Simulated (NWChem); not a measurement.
BeF$_{2}$; SMILES [F][Be][F]

```xyz
3

Be     0.0000     0.0000     0.0000
F      0.0000     0.0000     1.3870
F      0.0000     0.0000    -1.3870
```
Atoms are numbered in this order, from 1.

All runs: NWChem. Pople sets run with spherical d functions. The geometry was optimised at PBE0/def2-SVP. GIAO values for the isolated, static molecule; σ is the absolute isotropic shielding.

For level PBE0/6-311G**:

```
Property    Result
----------  ------
σ F2 (ppm)   365.6
```

Question: How do the values read with level PBE0/def2-TZVP instead?

Answer: The σ F2 (ppm) is 375.0.
